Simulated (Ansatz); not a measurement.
The first iterations of a band of C$_{3}$H$_{7}$NOSi (13 atoms, charge 0, multiplicity 1).

The calculation used RKS BLYP-D4/6-31G* (Ansatz 0.2.0).

* movable images: 7
* climbing image: yes
* spring: 5.0 eV/Å²
* optimiser: quadratic models (default)
* start path: through a guess of the saddle point
* force threshold: 0.03 eV/Å
* iteration limit: 60
* end points: relaxed

Image 0:

```xyz
13
Properties=species:S:1:pos:R:3
C -0.591 -1.967 -0.534
O -1.448 -0.831 -0.288
C -0.765 0.304 0.053
C 0.505 0.742 0.267
N 1.825 0.280 0.340
Si -0.764 2.051 0.549
H -1.255 -2.815 -0.755
H 0.024 -2.201 0.353
H 0.068 -1.785 -1.405
H 2.520 1.013 0.188
H 2.027 -0.528 -0.255
H -1.153 2.522 1.921
H -0.973 3.182 -0.418
```

Image 8:

```xyz
13
Properties=species:S:1:pos:R:3
C -0.591 -1.966 -0.540
O -1.450 -0.847 -0.230
C -0.765 0.299 0.075
C 0.508 0.772 0.160
N 1.833 0.397 -0.089
Si -0.764 2.056 0.533
H -1.253 -2.803 -0.800
H 0.024 -2.247 0.336
H 0.068 -1.736 -1.397
H 2.515 0.941 0.444
H 2.021 -0.604 0.014
H -1.018 2.543 1.932
H -1.110 3.161 -0.424
```

| iteration | highest image above the first end (eV) | largest band force component (eV/Å) |
| --- | --- | --- |
| 1 | 1.111 | 8.613 |
| 2 | 0.242 | 2.672 |

Question: Does the band converge within its limit, and where does its top end?

Answer: The run converged. It ended after 6 iterations with the highest image 0.060 eV above the first end. A vibrational analysis at the climbing image gives one clearly imaginary mode, 480i cm⁻¹: a first-order saddle point.

Time of the run: 88 s on 2 threads of Intel(R) Xeon(R) Platinum 8488C (Sapphire Rapids) (shared host), peak memory 0.17 GiB.
